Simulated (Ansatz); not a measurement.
Reaction (cleavage of the Ga–Si bond): `S[SiH2][GaH2]` + `N#CO` → `N#C[O][GaH2]` + `[SiH3]S`

Isolated molecules relaxed with PBE0-D4/def2-TZVP in Ansatz; ΔE leaves out vibrations. CBS: MP2 limit from def2 TZ/QZ plus the TZ coupled-cluster correction, frozen cores. This one scheme is used for every species. Functionals use def2-TZVPP. For Ga outer-core shells are correlated without core-valence functions, which leaves a few kJ/mol of doubt a bond. Scalar relativity is left out up to krypton. One conformer a species, not always the lowest.

| level | ΔE (kJ/mol) | difference from CCSD(T)/CBS |
| --- | --- | --- |
| LDA (SPW92) | -71.4 | 17.0 |
| BLYP-D4 | -88.0 | 0.4 |
| r2SCAN-D4 | -88.1 | 0.3 |
| PBE0-D4 | -76.0 | 12.4 |
| ωB97X-V | -92.9 | -4.5 |
| PBE | -74.7 | 13.7 |
| revPBE | -75.9 | 12.5 |
| BLYP | -92.4 | -4.0 |
| MP2/def2-SVP | -101.7 | -13.3 |
| CCSD(T)/def2-SVP | -95.1 | -6.7 |
| HF/def2-TZVPP | -113.8 | -25.4 |
| MP2/def2-TZVPP | -99.3 | -10.9 |
| HF/def2-QZVPP | -115.9 | -27.5 |
| HF/CBS(def2) | -116.2 | -27.8 |
| MP2/CBS(def2) | -95.1 | -6.7 |
| CCSD/CBS(def2) | -90.0 | -1.6 |
| CCSD(T)/CBS | -88.4 | 0 |

Largest T1 diagnostic among the species: 0.015.

At CCSD(T), def2-SVP lies −6.7 kJ/mol from the extrapolated value and def2-TZVPP −4.2 kJ/mol. The D4 term adds +4.2 kJ/mol with B3LYP and +2.3 kJ/mol with PBE0; it sums over pairs of atoms, weighted by their polarisabilities, and B3LYP, whose exchange is more repulsive, gets the larger term. From PBE to PBE0 (25 % exact exchange), in def2-TZVPP and without D4, ΔE moves by −3.7 kJ/mol.

B3LYP here is the variant with VWN-RPA as its local correlation; programs differ in this.
